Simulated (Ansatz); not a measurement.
C₂H₃BF₂O, SMILES OB(F)C(=C)F.

Coordinates come from a B3LYP-D3(BJ)/def2-SVP optimisation. This is a generated structure with no PubChem entry under its InChIKey; it may be hypothetical. One conformer was computed; it need not be the lowest.

Two levels are set side by side: PBE/def2-TZVPD (Ansatz, an electronic-structure program) and PBE0/def2-TZVPD (Ansatz). Energy differences of separate SCF runs at the same geometry; the states with an electron removed or added have multiplicity 2 and 2. Differences are taken from unrounded values.

```csv
quantity,PBE0
vertical ionisation energy (eV),10.54
vertical singlet–triplet gap (eV),3.76
```

Problem. What does PBE give, and how far is it from PBE0? (Estimate from the structure and the level; the computed values follow.)

Solution. 
```
quantity                             PBE  PBE minus PBE0
---------------------------------  -----  --------------
vertical ionisation energy (eV)    10.41           -0.13
vertical singlet–triplet gap (eV)   3.87            0.11
```
